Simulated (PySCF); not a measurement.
**Br (bromine, neutral): UHF calculation**

Configuration: [Ar] 3d10 4s2 4p5, 2P determinant. Calculation: PySCF 2.14, in aug-cc-pwCVDZ-PP with ECP10MDF; scalar relativity through the core potential.

```json
{
 "Total energy": "-415.475292 hartree",
 "One-electron energy": "-729.5898 hartree",
 "Hartree (Coulomb) energy": "343.9445 hartree",
 "Exchange energy": "-29.8300 hartree",
 "⟨S²⟩": "0.7565",
 "⟨L²⟩": "2.022",
 "Sum of ⟨r⟩": "24.28 bohr",
 "Sum of ⟨r²⟩": "39.83 bohr²",
 "Traceless quadrupole moment −½Σ⟨3z² − r²⟩ along its main axis": "2.27 e·bohr²"
}
```

| shell | electrons | mean orbital energy (hartree) | spread (hartree) | rms radius, mean of both spins (bohr) |
| --- | --- | --- | --- | --- |
| 3s α | 1 | -9.86948 | 0 | 0.590 |
| 3s β | 1 | -9.85987 | 0 | 0.590 |
| 3p α | 3 | -7.61707 | 0.02509 | 0.609 |
| 3p β | 3 | -7.60618 | 0.00108 | 0.609 |
| 3d α | 5 | -3.16573 | 0.02308 | 0.644 |
| 3d β | 5 | -3.15897 | 0.01081 | 0.644 |
| 4s α | 1 | -1.07723 | 0 | 1.83 |
| 4s β | 1 | -0.96974 | 0 | 1.83 |
| 4p α | 3 | -0.47638 | 0.06712 | 2.28 |
| 4p β | 2 | -0.43106 | 0 | 2.28 |

Energies and moments cover only the electrons outside the core potential.
